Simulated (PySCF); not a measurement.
Gas-phase reaction: 2 GaF + 2 Cl2 → 2 GaCl2 + F2

Computed with PySCF (xtb for GFN2) and rigid-rotor harmonic-oscillator thermochemistry at 1 bar. † marks an energy on the PBE0/def2-TZVP geometry and frequencies; other levels use their own. MP2 freezes the core. Open shells (unrestricted): GaCl2 (multiplicity 2); the rest are closed-shell singlets. GFN2 has no spin-polarisation term. Ga: all electrons, no relativistic terms. GaCl2: computed as isolated molecules; such fragments, hydroxides, amides, oligomers or adducts are transient or little studied in the gas. MP2 isn't extrapolated to the basis-set limit; its ΔH°(298 K) is 57.3 kJ in def2-SVP and 116.0 kJ in def2-TZVPP. The harmonic model lacks anharmonicity and excited electronic states, which grow with temperature; levels with a mode under 35 cm⁻¹ are left out. Soft modes under 120 cm⁻¹ make the harmonic entropy rough for GaCl2.

| level | ΔE electronic, kJ | ΔH°(298 K), kJ | ΔS°(298 K), J/K | ΔG°(1400 K), kJ |
|---|---|---|---|---|
| GFN2-xTB | 294 | 295 | -86 | 411 |
| M06-2X/def2-TZVP† | 118 | 120 | -94 | 248 |
| MP2/def2-SVP† | 55 | 57 | -94 | 185 |
| r2SCAN/def2-TZVP† | 88 | 90 | -94 | 218 |
| ωB97M-V/def2-TZVP† | 153 | 155 | -94 | 284 |
ΔH° is lowest at MP2/def2-SVP† and highest at GFN2-xTB. No reference value is set beside these.
